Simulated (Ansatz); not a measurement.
CH6OSiTe (`[SiH3]OC[TeH]`), relaxed with RKS PBE-D4/def2-SVP in Ansatz from a rough embedded geometry. The force threshold is 0.03 eV/Å; the program also tests the step.

Charge 0, multiplicity 1. Te takes the def2 core potential.

Start:

```xyz
10

Si    1.145    0.865   -0.684
O    -0.441    0.263   -0.556
C    -0.590   -0.299    0.713
Te   -2.500   -1.215    0.834
H     1.296    1.553   -2.023
H     2.170   -0.123   -0.544
H     1.368    1.932    0.342
H    -0.439    0.405    1.496
H     0.189   -1.166    0.878
H    -2.198   -2.213   -0.457
```

Task: By how much does the energy fall, and how many steps does the optimiser take? (Best estimate.)

Result: Ansatz gave: 34.64 kJ/mol, in 5 steps.

Task: Which bonds change most? (Estimate.)

Result: The calculation gave: Si1–H6 from 1.430 to 1.509 Å; C3–Te4 from 2.122 to 2.199 Å; C3–H9 from 1.177 to 1.112 Å; C3–H8 from 1.063 to 1.115 Å.

Task: Give the relaxed structure. (Estimate.)

Result: The calculation gave: 
```xyz
10

Si    1.241    0.978   -0.727
O    -0.279    0.299   -0.435
C    -0.596   -0.371    0.749
Te   -2.647   -1.163    0.718
H     1.174    1.543   -2.111
H     2.319   -0.073   -0.637
H     1.543    2.067    0.273
H    -0.588    0.295    1.643
H     0.069   -1.240    0.945
H    -2.237   -2.334   -0.418
```
